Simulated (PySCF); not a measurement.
**How methods differ on the excitation energy of B+**

B+ [He] 2s2 (1S) → B+ [He] 2p2 (3P), as a difference of total energies. All numbers are calculated (PySCF 2.14, the non-relativistic Hamiltonian (point nucleus), in dyall-av2z (11s7p2d, 42 functions)). Correlated levels: valence: 1s2 frozen; virtual orbitals above 40 to 60 times the deepest correlated orbital energy dropped. The calculations carry no spin-orbit coupling.

```json
{"method": "UHF", "excitation energy (eV)": "10.930"}
{"method": "MP2 (valence)", "excitation energy (eV)": "11.745"}
{"method": "SCS-MP2 (valence)", "excitation energy (eV)": "12.035"}
{"method": "CCSD (valence)", "excitation energy (eV)": "12.370"}
```

Errors of the correlated levels include the incompleteness of this basis and the frozen core.

With two correlated electrons CCSD is exact in that space.

The coupled-cluster amplitudes are large for the lower state (T1 above 0.03 or a double amplitude above 0.15), so a single reference is strained.

Which method comes closest to the reference value, and which is furthest?

The reference is 12.265 eV (measured; NIST levels, between the centres of gravity of the two terms). Closest: CCSD (valence) (error 0.105 eV); furthest: UHF (error -1.335 eV).
